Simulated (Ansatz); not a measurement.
`CCCCCCCCCCB(O)O` with charge -1. Total charge -1; doublet. Geometry PBE-D4/def2-SVP, that of the neutral singlet; atoms count from 1.

```xyz
36

C     0.849   -0.899    5.806
C     0.097   -0.851    4.475
C     0.416   -2.037    3.555
C    -0.359   -2.056    2.231
C    -0.035   -0.900    1.278
C    -0.774   -0.979   -0.061
C    -0.460    0.182   -1.010
C    -1.199    0.104   -2.350
C    -0.933    1.279   -3.301
C     0.512    1.384   -3.808
B     0.812    2.561   -4.821
O    -0.186    3.471   -5.094
O     2.072    2.623   -5.379
H     0.606   -1.822    6.375
H     1.948   -0.892    5.648
H     0.599   -0.033    6.452
H    -1.000   -0.825    4.664
H     0.333    0.102    3.954
H     1.510   -2.048    3.341
H     0.211   -2.981    4.108
H    -0.156   -3.017    1.708
H    -1.453   -2.058    2.445
H    -0.274    0.072    1.763
H     1.064   -0.877    1.091
H    -0.526   -1.942   -0.563
H    -1.871   -1.016    0.126
H     0.639    0.217   -1.185
H    -0.713    1.145   -0.510
H    -0.929   -0.850   -2.860
H    -2.292    0.038   -2.151
H    -1.617    1.200   -4.173
H    -1.216    2.230   -2.798
H     1.224    1.502   -2.958
H     0.825    0.428   -4.291
H     0.069    4.174   -5.717
H     2.207    3.370   -5.988
```

The highest occupied level of the charge -1 doublet lies above zero (up to 2.75 eV). By energy differences it is unbound by 1.54 eV (vertical, against the charge 0 singlet, at PBE0-D4/def2-TZVP) and held by the finite basis.

Q: Estimate the Mulliken populations of the heavy atoms from the PBE0/def2-TZVP orbitals of Ansatz.

A: 
```
atom  charge (e)  spin (α − β)
  C1       -0.20         -0.15
  C2       -0.13         -0.07
  C3       -0.07         -0.09
  C4       -0.13          0.00
  C5       -0.18         -0.05
  C6       -0.16         -0.01
  C7       -0.21         -0.03
  C8       -0.09         -0.01
  C9       -0.07         -0.06
 C10       -0.34         -0.05
 B11        0.18          0.19
 O12       -0.37         -0.09
 O13       -0.38         -0.08
```
Mulliken values depend strongly on the basis.

Q: Where does the spin sit?

A: Summed by element: C -0.51, B 0.19, O -0.17, H 1.49, of 1 unpaired in all. Largest on single atoms: H35 0.37, H36 0.32, B11 0.19.

Q: And the Mayer bond orders between heavy atoms (over 0.3)?

A: C1–C2 1.04 (1.53 Å); C2–C3 1.04 (1.53 Å); C3–C4 1.01 (1.53 Å); C4–C5 1.02 (1.53 Å); C5–C6 1.04 (1.53 Å); C6–C7 1.04 (1.53 Å); C7–C8 1.03 (1.53 Å); C8–C9 1.00 (1.54 Å); C9–C10 1.01 (1.53 Å); C10–B11 0.96 (1.58 Å); B11–O12 1.34 (1.38 Å); B11–O13 1.35 (1.38 Å).
